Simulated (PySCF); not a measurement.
Isomers of C9H10 and their computed core-level spectra.

Computed, not measured: delta-SCF UKS SCAN, pcX-2 on the ionised atom, pcseg-1 elsewhere, spin-free X2C in PySCF 2.14.0. Geometries: PBE0-D3(BJ)/def2-SVP; isolated species, one conformer each.

Line lists (1s up to Mg, 2p3/2 beyond; areas count atoms within a level, one atom standing for each set equivalent by bonding):
1. C 1s: 289.87 (area 1), 289.87 (area 2), 290.03 (area 2), 290.26 (area 1), 290.48 (area 2), 290.63 (area 1) eV
2. C 1s: 289.70 (area 1), 289.87 (area 1), 289.88 (area 1), 289.90 (area 1), 289.94 (area 1), 290.09 (area 1), 290.18 (area 1), 290.38 (area 1), 290.64 (area 1) eV
3. C 1s: 289.86 (area 2), 289.89 (area 2), 289.90 (area 2), 290.48 (area 1), 290.49 (area 2) eV

Structures:
A. `C=Cc1ccccc1C`
B. `c1ccc2c(c1)CCC2`
C. `C1=CC=C(C2CC2)C=C1`

Q: Which list belongs to which compound?

A: 
- 1 = C: no other candidate has these counts of sites. C 1s: 289.87 aromatic CH carbon, 289.87 aromatic CH carbon (×2), 290.03 aromatic CH carbon (×2), 290.26 substituted aromatic carbon, 290.48 three-membered-ring carbon (×2), 290.63 benzylic-type carbon.
- 2 = A: no other candidate has these counts of sites. C 1s: 289.70 terminal =CH2 carbon, 289.87 aromatic CH carbon, 289.88 aromatic CH carbon, 289.90 aromatic CH carbon, 289.94 aromatic CH carbon, 290.09 substituted aromatic carbon, 290.18 substituted aromatic carbon, 290.38 alkene CH carbon, 290.64 benzylic-type carbon.
- 3 = B: no other candidate has these counts of sites. C 1s: 289.86 substituted aromatic carbon (×2), 289.89 aromatic CH carbon (×2), 289.90 aromatic CH carbon (×2), 290.48 ring CH2 carbon, 290.49 benzylic-type carbon (×2).

8 of these hole states are spin-contaminated (⟨S²⟩ up to 0.95, against 0.75; counted from 0.85) and less certain.
